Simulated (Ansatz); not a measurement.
Si₆H₁₂, a cluster cut from the lattice of silicon. Charge 0, multiplicity 1. Geometry B3LYP-D4/def2-SVP, basis def2-TZVP, Ansatz.

| run | HOMO (eV) | LUMO (eV) |
| --- | --- | --- |
| A | -7.79 | -0.81 |
| B | -7.02 | -1.41 |
| C | -6.79 | -1.57 |
| D | -7.40 | -1.18 |
| E | -9.93 | 1.16 |
| F | -8.94 | 0.29 |

HSE06 is defined as in plane-wave codes, on full-range PBE exchange.

Question: The runs used CAM-B3LYP, HSE06, PBE, PBE0, r2SCAN, ωB97X-V. Estimate which is which.

Answer: A PBE0 (25 % exact exchange); B r2SCAN (0 % exact exchange); C PBE (0 % exact exchange); D HSE06 (range-separated); E ωB97X-V (range-separated); F CAM-B3LYP (range-separated). Exact exchange lowers occupied and raises empty levels; among semilocal functionals meta-GGAs tend to open the gap a little, and such runs are hard to tell apart. The gap grows from 5.23 eV (PBE) to 11.09 eV (ωB97X-V).
